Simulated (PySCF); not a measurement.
## Structure from 2D NMR

Compound of formula C₆H₆ClN₃Si. Correlations simulated from computed shifts and the bond graph:

HSQC (one-bond C–H):
| δH | δC |
| --- | --- |
| 8.07 | 124.9 |
| 7.48 | 129.4 |
| 7.47 | 128.7 |

COSY cross peaks (H two or three bonds apart, from the bond graph; peaks can be absent where the dihedral angle is near 90°):
| δH | δH |
| --- | --- |
| 8.07 | 7.47 |
| 7.48 | 7.47 |

HMBC (two and three bonds, from the bond graph):
| δH | δC |
| --- | --- |
| 8.07 | 136.8, 135.8, 129.4, 128.7 |
| 7.48 | 137.8, 128.7, 124.9 |
| 7.47 | 137.8, 135.8, 129.4, 124.9 |
| 4.77 | 137.8, 129.4 |

Carbons without hydrogens: δ 137.8, 136.8, 135.8.

Level of theory: GIAO PBE0/pcSseg-1 shieldings, GFN2-xTB geometry, in PySCF (no relativistic terms, one computed conformer, isolated molecule, averaged over atoms made equivalent by symmetry, fast rotation or ring inversion).

References, each an isolated molecule treated in the same way: $^{1}$H (σref 31.72) and $^{13}$C (σref 186.93) vs TMS.

Exchangeable hydrogens are left out of these lists.

Work out the connectivity.

Answers

`[SiH3]c1cccc2c(Cl)nnn12`.

Atom-mapped SMILES (the numbers label the heavy atoms): `[SiH3:1][c:2]1[cH:3][cH:4][cH:5][c:6]2[c:7]([Cl:8])[n:9][n:10][n:11]12`. Each H is labelled by its parent atom.

1. δC 137.8 is C2, a substituted aromatic carbon next to a ring nitrogen.
2. δC 136.8 is C7, an aromatic carbon bearing chlorine.
3. δC 135.8 is C6, a ring-fusion aromatic carbon.
4. δC 129.4 is C3, an aromatic CH (δH 7.48).
5. δC 128.7 is C4, an aromatic CH (δH 7.47).
6. δC 124.9 is C5, an aromatic CH (δH 8.07).
7. HMBC from δH 8.07 reaches the proton-free carbons C7, C6.
8. HMBC from δH 7.48 reaches the proton-free carbon C2.
9. HMBC from δH 7.47 reaches the proton-free carbons C2, C6.
10. HMBC from δH 4.77 reaches the proton-free carbon C2.
11. COSY links 8.07–7.47, 7.48–7.47.

The data come from this structure; uniqueness wasn't tested.

Carbons that carry Cl, above all several Cl atoms, come out too deshielded, partly because spin–orbit coupling is missing. Shifts are as computed. Against solution values, carbons near 30 ppm lie about +3 ppm off and those near 130 ppm about +5 ppm; carbons on Cl a further +6 ppm. Of 1211 compounds with measured shifts, 218 miss one by over three times the rms of a fit or turn the order of signals round; such compounds aren't used in these exercises.
